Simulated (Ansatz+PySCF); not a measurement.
Values are calculated unless marked as measured or tabulated.
Input for PySCF 2.14.0:

```python
from pyscf import gto, scf, cc

mol = gto.M(atom="""
Be 0.000000 0.000000 0.000000
P 0.000000 0.000000 2.233000
""", basis='6-31g', charge=0, spin=1)
mf = scf.UHF(mol)
mf.kernel()
mycc = cc.CCSD(mf, frozen=6).run()
et = mycc.ccsd_t()
print(mf.e_tot, mycc.e_corr, et, mycc.e_tot + et)
```

The script is written out from the run's settings.

The run gave:

```yaml
Converged: yes
Reference_energy: -355.20667 hartree
CCSD_correlation_energy: -0.09458 hartree
Triples_correction: -0.00572 hartree
Total_energy: -355.30698 hartree
Spin_squared_of_the_determinant: 0.779
```

This is not the lowest solution: another run reaches a determinant 1.74 eV lower.
